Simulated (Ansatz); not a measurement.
Start from `F[CH]1[GaH][Se]1` and change one atom or group to get `[SiH3][CH]1[GaH][Se]1`.

Ansatz, PBE0-D4/def2-TZVP geometries, multiplicity 1. 

Scalar relativity is left out up to krypton. Spin–orbit coupling is left out; it splits and shifts lone-pair levels of the heavy atoms by tenths of an eV.

| property | `F[CH]1[GaH][Se]1` |
| --- | --- |
| size of the dipole moment (ωB97M-V/def2-TZVPP) / D | 2.85 |
| LUMO energy (B3LYP/def2-TZVPP) / eV | -2.04 |
| LUMO energy (PBE/def2-TZVPP) / eV | -2.52 |
| HOMO energy (PBE0/def2-TZVPP) / eV | -6.85 |
| HOMO energy (ωB97M-V/def2-TZVPP) / eV | -8.91 |
| HOMO–LUMO gap (PBE0/def2-TZVPP) / eV | 5.06 |

Q: Give the same properties after the change, and the shifts. (Best estimate.)

A: Ansatz gave: 
```csv
property,`[SiH3][CH]1[GaH][Se]1`,shift
size of the dipole moment (ωB97M-V/def2-TZVPP) / D,2.65,-0.20
LUMO energy (B3LYP/def2-TZVPP) / eV,-1.91,0.13
LUMO energy (PBE/def2-TZVPP) / eV,-2.42,0.10
HOMO energy (PBE0/def2-TZVPP) / eV,-6.62,0.23
HOMO energy (ωB97M-V/def2-TZVPP) / eV,-8.71,0.20
HOMO–LUMO gap (PBE0/def2-TZVPP) / eV,4.95,-0.11
```

With PBE0 the HOMO rises by 0.23 eV and the LUMO rises by 0.12 eV, so the gap narrows by about 0.11 eV. PBE moves the HOMO by 0.16 eV and ωB97M-V by 0.20 eV. The zero-point energy changes by 59.5 kJ/mol with +9 modes. Dipoles are sizes alone; their direction can turn.

Positive LUMOs are unbound, so they and the gaps depend on the basis.

B3LYP here is the variant with VWN-RPA as its local correlation; programs differ in this.
